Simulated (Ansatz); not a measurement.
```yaml
crystal:
  periodic: [false, false, false]
  atoms:
    - {symbol: C, position_ang: [-0.205747, 1.558362, -0.543580]}
    - {symbol: Si, position_ang: [0.434428, -0.251687, -0.729997]}
    - {symbol: B, position_ang: [0.164926, -1.617301, 0.859526]}
    - {symbol: O, position_ang: [-0.554328, -0.666776, 1.919423]}
    - {symbol: H, position_ang: [-1.569402, 1.428173, -0.596558]}
    - {symbol: H, position_ang: [-0.047960, 2.048047, 0.362187]}
    - {symbol: H, position_ang: [0.100657, 2.051335, -1.534927]}
    - {symbol: H, position_ang: [0.149945, -0.902317, -1.872025]}
    - {symbol: H, position_ang: [2.228554, -0.032256, -0.914837]}
    - {symbol: H, position_ang: [0.558247, -2.298704, 1.073256]}
    - {symbol: H, position_ang: [-0.673566, -1.516322, 2.687139]}
basis:
  gaussian: {orbitals: cc-pVTZ-DK}
hamiltonian: {xc: {name: BHLYP}, dispersion: d3bjatm}
output: {forces: true}
```

```sh
$ ansatz run in.yaml --threads 2 --pin off --events-out ev --progress --plain --max-ram 4352MiB
```

It prints (some lines left out):

```
Functional definition: BHLYP
1346 factors; their error is unknown
mean field evaluation 1: about -11758.5649 eV, gradient 5.1e1 eV
mean field evaluation 2: about -11754.8800 eV, gradient 6.8e1 eV
mean field evaluation 4: about -11763.9044 eV, gradient 3.0e0 eV
mean field evaluation 8: about -11763.9275 eV, gradient 2.8e-2 eV
mean field evaluation 16: about -11764.0119 eV, gradient 5.2e-5 eV
mean field -11764.01187129 eV, -432.3194623364 hartree, gradient 5.2e-5 eV, S^2 0.000000; 0 other end points of the search recorded, 0 dependent functions left out
reference -11764.01206330 eV, -432.3194693925 hartree; 20, 20 occupied and 202, 202 virtual orbitals, 1346 factors
Total energy: -11764.30622968 eV, -432.3302798077 hartree
Relativity: scalar
Atom 0 at    -0.205747     1.558362    -0.543580 Å, force    -4.410932    -2.278631    -3.459234 eV/Å
Atom 1 at     0.434428    -0.251687    -0.729997 Å, force     3.560185     1.331282     3.271169 eV/Å
Atom 2 at     0.164926    -1.617301     0.859526 Å, force   -13.197063    27.302447    -4.990883 eV/Å
Atom 3 at    -0.554328    -0.666776     1.919423 Å, force     1.465859    -8.642623     0.891560 eV/Å
Atom 4 at    -1.569402     1.428173    -0.596558 Å, force     4.257414     0.527513     0.046240 eV/Å
Atom 5 at    -0.047960     2.048047     0.362187 Å, force     0.645970     0.783413     0.927169 eV/Å
Atom 6 at     0.100657     2.051335    -1.534927 Å, force    -0.546164    -0.287517     2.084481 eV/Å
Atom 7 at     0.149945    -0.902317    -1.872025 Å, force    -1.023350    -1.050615    -3.035930 eV/Å
Atom 8 at     2.228554    -0.032256    -0.914837 Å, force    -2.588430    -0.428138     0.408090 eV/Å
Atom 9 at     0.558247    -2.298704     1.073256 Å, force    11.547235   -21.963418     6.893530 eV/Å
Atom 10 at    -0.673566    -1.516322     2.687139 Å, force     0.289277     4.706287    -3.036192 eV/Å
Dipole moment:    -0.215495    -0.395677     0.176206 e Å
```

Hardware: 2 threads of an Arm Neoverse V1 on a shared host. Wall time 6 s, peak host memory 0.55 GiB.
